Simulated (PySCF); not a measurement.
PySCF input for GeH₂, SMILES [GeH2] (connectivity only; charge and spin as stated), charge +1, multiplicity 2, ωB97X-D3(BJ)/def2-TZVPD. 

```python
import numpy as np
from pyscf import gto, scf, dft
from pyscf.geomopt import geometric_solver

mol = gto.M(
    atom='''
    Ge   -0.00000000   -0.00000000   -0.05232980
    H     0.00000000    1.39298886    0.83727674
    H     0.00000000   -1.39298884    0.83727675
    ''',
    basis='def2-TZVPD',
    charge=1,
    spin=1,
    max_memory=1600,
    verbose=3,
)
mf = dft.UKS(mol, xc='wb97x-d3bj').density_fit(auxbasis='def2-universal-jkfit')
mf.grids.level = 3
mf.conv_tol = 1e-9
mf.max_cycle = 100
mf.kernel()
fine, coarse = mf.grids, dft.Grids(mol).set(level=1).build(with_non0tab=True)
for _ in range(3):  # follow internal instabilities
    mf.grids = coarse
    mo, _, stable, _ = mf.stability(return_status=True, nroots=4)
    mf.grids = fine
    if stable:
        break
    mf.kernel(mf.make_rdm1(mo, mf.mo_occ))
grad = mf.nuc_grad_method()
grad.grid_response = mol.nao <= 150
conv, mol_eq = geometric_solver.kernel(grad, convergence_set='GAU_TIGHT', maxsteps=100)
print(mol_eq.tostring(format='xyz'))
mf.reset(mol_eq)
mf.kernel()
```

Output:

```

WARN: HOMO -0.202997973842683 >= LUMO -0.202997973842683

converged SCF energy = -2077.75680753088  <S^2> = 0.75527807  2S+1 = 2.0052711
<class 'pyscf.df.df_jk.DFUKS'> wavefunction is stable in the internal stability analysis
[banner and settings of the optimiser left out]
Geometry optimization cycle 1
Cartesian coordinates (Angstrom)
 Atom        New coordinates             dX        dY        dZ
  Ge   0.000000   0.000000  -0.052330    0.000000  0.000000  0.000000
   H   0.000000   1.392989   0.837277    0.000000  0.000000  0.000000
   H   0.000000  -1.392989   0.837277    0.000000  0.000000  0.000000

WARN: Mole.unit (angstrom) is changed to Bohr

converged SCF energy = -2077.75680753089  <S^2> = 0.75527784  2S+1 = 2.0052709
--------------- DFUKS_Scanner gradients ---------------
         x                y                z
0 Ge    -0.0000000000    -0.0000000022    -0.0320604279
1 H    -0.0000000000     0.0199363348     0.0160302132
2 H     0.0000000000    -0.0199363329     0.0160302123
----------------------------------------------
cycle 1: E = -2077.75680753  dE = -2077.76  norm(grad) = 0.0483396
Step    0 : Gradient = 2.791e-02/3.206e-02 (rms/max) Energy = -2077.7568075309
Hessian Eigenvalues: 5.00000e-02 5.00000e-02 5.00000e-02 ... 1.15999e-01 1.15999e-01 1.60000e-01

Geometry optimization cycle 2
Cartesian coordinates (Angstrom)
 Atom        New coordinates             dX        dY        dZ
  Ge   0.000000   0.000000   0.012925    0.000000  0.000000  0.065255
   H   0.000000   1.317179   0.804649    0.000000 -0.075810 -0.032627
   H   0.000000  -1.317179   0.804649    0.000000  0.075810 -0.032627
converged SCF energy = -2077.76277303232  <S^2> = 0.75288586  2S+1 = 2.0028838
--------------- DFUKS_Scanner gradients ---------------
         x                y                z
0 Ge     0.0000000000     0.0000000008    -0.0005329415
1 H    -0.0000000000    -0.0032897727     0.0002664740
2 H     0.0000000000     0.0032897720     0.0002664744
----------------------------------------------
cycle 2: E = -2077.76277303  dE = -0.0059655  norm(grad) = 0.004698
Step    1 : Displace = 7.720e-02/8.253e-02 (rms/max) Trust = 1.000e-01 (=) Grad = 2.712e-03/3.301e-03 (rms/max) E (change) = -2077.7627730323 (-5.966e-03) Quality = 1.027
Hessian Eigenvalues: 5.00000e-02 5.00000e-02 5.00000e-02 ... 1.15999e-01 1.22192e-01 1.63302e-01

Geometry optimization cycle 3
Cartesian coordinates (Angstrom)
 Atom        New coordinates             dX        dY        dZ
  Ge  -0.000000   0.000000   0.024635   -0.000000 -0.000000  0.011710
   H  -0.000000   1.338209   0.798794   -0.000000  0.021030 -0.005855
   H  -0.000000  -1.338209   0.798794   -0.000000 -0.021030 -0.005855
converged SCF energy = -2077.76292874901  <S^2> = 0.75293418  2S+1 = 2.002932
--------------- DFUKS_Scanner gradients ---------------
         x                y                z
0 Ge    -0.0000000000    -0.0000000008    -0.0013320166
1 H    -0.0000000000     0.0001531596     0.0006660097
2 H     0.0000000000    -0.0001531588     0.0006660093
----------------------------------------------
cycle 3: E = -2077.76292875  dE = -0.000155717  norm(grad) = 0.0016457
Step    2 : Displace = 1.906e-02/2.183e-02 (rms/max) Trust = 1.414e-01 (+) Grad = 9.501e-04/1.332e-03 (rms/max) E (change) = -2077.7629287490 (-1.557e-04) Quality = 1.111
Hessian Eigenvalues: 5.00000e-02 5.00000e-02 5.00000e-02 ... 1.07101e-01 1.15999e-01 1.64565e-01

Geometry optimization cycle 4
Cartesian coordinates (Angstrom)
 Atom        New coordinates             dX        dY        dZ
  Ge   0.000000   0.000000   0.031494    0.000000  0.000000  0.006859
   H   0.000000   1.341754   0.795365    0.000000  0.003544 -0.003430
   H   0.000000  -1.341754   0.795365    0.000000 -0.003544 -0.003430
converged SCF energy = -2077.76294006101  <S^2> = 0.75287761  2S+1 = 2.0028755
--------------- DFUKS_Scanner gradients ---------------
         x                y                z
0 Ge    -0.0000000000     0.0000000011     0.0000910426
1 H    -0.0000000000    -0.0000456072    -0.0000455197
2 H    -0.0000000000     0.0000456061    -0.0000455192
----------------------------------------------
cycle 4: E = -2077.76294006  dE = -1.1312e-05  norm(grad) = 0.000128813
Step    3 : Displace = 5.648e-03/6.859e-03 (rms/max) Trust = 2.000e-01 (+) Grad = 7.437e-05/9.104e-05 (rms/max) E (change) = -2077.7629400610 (-1.131e-05) Quality = 0.950
Hessian Eigenvalues: 5.00000e-02 5.00000e-02 5.00000e-02 ... 1.11186e-01 1.15999e-01 1.66288e-01

Geometry optimization cycle 5
Cartesian coordinates (Angstrom)
 Atom        New coordinates             dX        dY        dZ
  Ge   0.000000   0.000000   0.031204    0.000000 -0.000000 -0.000290
   H   0.000000   1.341751   0.795510    0.000000 -0.000003  0.000145
   H   0.000000  -1.341751   0.795510    0.000000  0.000003  0.000145
converged SCF energy = -2077.76294009802  <S^2> = 0.75288052  2S+1 = 2.0028784
--------------- DFUKS_Scanner gradients ---------------
         x                y                z
0 Ge    -0.0000000000    -0.0000000007    -0.0000007184
1 H    -0.0000000000     0.0000005213     0.0000003574
2 H    -0.0000000000    -0.0000005208     0.0000003569
----------------------------------------------
cycle 5: E = -2077.7629401  dE = -3.70164e-08  norm(grad) = 1.14636e-06
Step    4 : Displace = 2.051e-04/2.901e-04 (rms/max) Trust = 2.828e-01 (+) Grad = 6.619e-07/7.184e-07 (rms/max) E (change) = -2077.7629400980 (-3.702e-08) Quality = 0.996
Hessian Eigenvalues: 5.00000e-02 5.00000e-02 5.00000e-02 ... 1.11325e-01 1.15999e-01 1.67367e-01

Geometry optimization cycle 6
Cartesian coordinates (Angstrom)
 Atom        New coordinates             dX        dY        dZ
  Ge   0.000000   0.000000   0.031205    0.000000  0.000000  0.000002
   H   0.000000   1.341750   0.795509    0.000000 -0.000001 -0.000001
   H   0.000000  -1.341750   0.795509    0.000000  0.000001 -0.000001
converged SCF energy = -2077.76294009804  <S^2> = 0.75288082  2S+1 = 2.0028787
--------------- DFUKS_Scanner gradients ---------------
         x                y                z
0 Ge     0.0000000000     0.0000000002     0.0000004592
1 H    -0.0000000000    -0.0000002562    -0.0000002288
2 H    -0.0000000000     0.0000002560    -0.0000002287
----------------------------------------------
cycle 6: E = -2077.7629401  dE = -1.18234e-11  norm(grad) = 6.68364e-07
Step    5 : Displace = 1.388e-06/1.527e-06 (rms/max) Trust = 3.000e-01 (+) Grad = 3.859e-07/4.592e-07 (rms/max) E (change) = -2077.7629400980 (-1.182e-11) Quality = 4.539
Hessian Eigenvalues: 5.00000e-02 5.00000e-02 5.00000e-02 ... 1.11325e-01 1.15999e-01 1.67367e-01
Converged! =D

3
XYZ from PySCF
Ge          0.00000000        0.00000001        0.03120537
H           0.00000000        1.34174953        0.79550905
H           0.00000000       -1.34174951        0.79550906
converged SCF energy = -2077.76294009804  <S^2> = 0.75288108  2S+1 = 2.002879
```

The calculation finished and met its thresholds.

Cost: very roughly 40 core-seconds.
